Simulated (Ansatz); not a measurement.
Method: PBE0-D3(BJ)/def2-SVP (Ansatz, a program for electronic structure). No frequencies were computed at this level.

Ansatz 0.2 input:
```yaml
crystal:
  periodic: [false, false, false]
  atoms:
    - { symbol: I, position_ang: [-1.339908, -2.1088, 0.084971] }
    - { symbol: Ga, position_ang: [0.000295, 0.000567, -0.120728] }
    - { symbol: I, position_ang: [-1.105663, 2.116778, -0.887636] }
    - { symbol: I, position_ang: [2.445275, -0.008546, 0.437571] }
basis:
  gaussian: { orbitals: def2-svp }
hamiltonian:
  xc: pbe0
  dispersion: d3bj
relax:
  max_steps: 150
```

Output:

```
Functional definition: PBE0
1450 factors; integrals over basis functions are off by at most 1.5e-4 eV
mean field evaluation 1: about -76671.6775 eV, gradient 2.1e1 eV
mean field evaluation 2: about -76670.5146 eV, gradient 3.3e1 eV
mean field evaluation 4: about -76672.5311 eV, gradient 6.2e-1 eV
mean field evaluation 8: about -76672.5445 eV, gradient 5.9e-3 eV
mean field -76672.54452107 eV, -2817.6640406321 hartree, gradient 4.5e-5 eV, S^2 0.000000; 0 other end points of the search recorded, 0 dependent functions left out
reference -76672.54454479 eV, -2817.6640415038 hartree; 53, 53 occupied and 57, 57 virtual orbitals, 1450 factors
relax step   1: F+E_penalty+E_count = -76672.73127509 eV  Δ(F+E_penalty+E_count) = +0.000e0 eV  max|allowed force component| = 3.968e-1 eV/Å  Δτ_max = 0.0000 Å  (25 SCF iters, accepted)
these checks for a lower state are left out or cut short: starts, cluster_reference, orbital_swaps, neighbouring_geometries, increment
1450 factors; integrals over basis functions are off by at most 1.7e-4 eV
mean field evaluation 16: about -76672.5506 eV, gradient 1.3e-1 eV
mean field -76672.55072608 eV, -2817.6642686621 hartree, gradient 2.0e-5 eV, S^2 0.000000; 0 other end points of the search recorded, 0 dependent functions left out
reference -76672.55074947 eV, -2817.6642695216 hartree; 53, 53 occupied and 57, 57 virtual orbitals, 1450 factors
relax step   2: F+E_penalty+E_count = -76672.74342468 eV  Δ(F+E_penalty+E_count) = -1.215e-2 eV  max|allowed force component| = 2.909e-1 eV/Å  Δτ_max = 0.0597 Å  (30 SCF iters, accepted)
these checks for a lower state are left out or cut short: starts, cluster_reference, orbital_swaps, neighbouring_geometries, increment
1450 factors; integrals over basis functions are off by at most 1.6e-4 eV
mean field -76672.56322039 eV, -2817.6647278195 hartree, gradient 1.7e-5 eV, S^2 0.000000; 0 other end points of the search recorded, 0 dependent functions left out
reference -76672.56324392 eV, -2817.6647286840 hartree; 53, 53 occupied and 57, 57 virtual orbitals, 1450 factors
relax step   3: F+E_penalty+E_count = -76672.75353085 eV  Δ(F+E_penalty+E_count) = -1.011e-2 eV  max|allowed force component| = 8.742e-3 eV/Å  Δτ_max = 0.0241 Å  (30 SCF iters, accepted)
1450 factors; integrals over basis functions are off by at most 1.6e-4 eV
mean field evaluation 32: about -76672.5334 eV, gradient 2.4e0 eV
mean field -76672.56322039 eV, -2817.6647278195 hartree, gradient 1.7e-5 eV, S^2 0.000000; 1 other end points of the search recorded, 0 dependent functions left out
reference -76672.56324392 eV, -2817.6647286840 hartree; 53, 53 occupied and 57, 57 virtual orbitals, 1450 factors
Total energy: -76672.75355437 eV, -2817.6717224641 hartree
Atom 0 at    -1.321450    -2.080190     0.082479 Å, force     0.004864     0.007705    -0.000718 eV/Å
Atom 1 at    -0.000028    -0.000011    -0.121405 Å, force    -0.000094    -0.000076    -0.000136 eV/Å
Atom 2 at    -1.089110     2.087690    -0.876553 Å, force     0.003971    -0.007661     0.002809 eV/Å
Atom 3 at     2.410588    -0.007489     0.429658 Å, force    -0.008742     0.000032    -0.001955 eV/Å
Dipole moment:    -0.000011    -0.000011     0.000025 e Å
```

Cost: very roughly 50 core-seconds.
